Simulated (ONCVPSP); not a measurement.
Building the ONCV potential for S (Z = 16) (LDA (Perdew-Zunger), scalar-relativistic).

* Element: S (Z = 16)
* Generator: ONCVPSP 4.0.1
* Type: optimised norm-conserving Vanderbilt (ONCV)
* Functional: LDA (Perdew-Zunger)
* Relativity: scalar-relativistic
* Frozen core: [He]
* Valence charge: 14
* Reference configuration: 2s2 2p6 3s2 3p4
* Partial waves: 2s+3s: rc 0.85 bohr, ncon 4, nbas 8, qcut 12.3 1/bohr, 2 projectors; 2p+3p: rc 0.90 bohr, ncon 4, nbas 7, qcut 12.7 1/bohr, 2 projectors
* Local potential: polynomial inside 0.65 bohr (lpopt 1, dvloc0 3 Ha)
* Core correction: Teter function, fcfact 3.5, rcfact 1.2

All-electron outer shells of the reference configuration (LDA (Perdew-Zunger), scalar-relativistic, ld1.x):

```csv
shell,level (eV),outermost node (bohr),outermost maximum (bohr)
1s,-2397.21,–,0.06
2s,-210.79,0.13,0.39
2p,-156.52,–,0.33
3s,-17.28,0.60,1.40
3p,-7.11,0.58,1.59
```

Task: Does the generator finish with these settings?

Result: Yes, a potential is produced and its reference levels are reproduced.

Task: Estimate the cutoffs (Ha) at which the residual kinetic energy of the hardest occupied pseudo-wave falls to 1 and 0.1 mHa per electron.

Result: 110 Ha and 205 Ha.

Task: What does a ghost test show?

Result: No bound ghost flagged; no localised positive-energy state flagged.

Task: Tests: 2s2 2p6 3s2 3p3; 2s2 2p6 3s2 3p2; 2s2 2p6 3s2 3p1; 2s2 2p5 3s2 3p4. Which has the largest error in its energy relative to the reference configuration, and how large is it?

Result: 2s2 2p5 3s2 3p4, with +1410 meV (all-electron minus pseudo) on +173.70 eV.
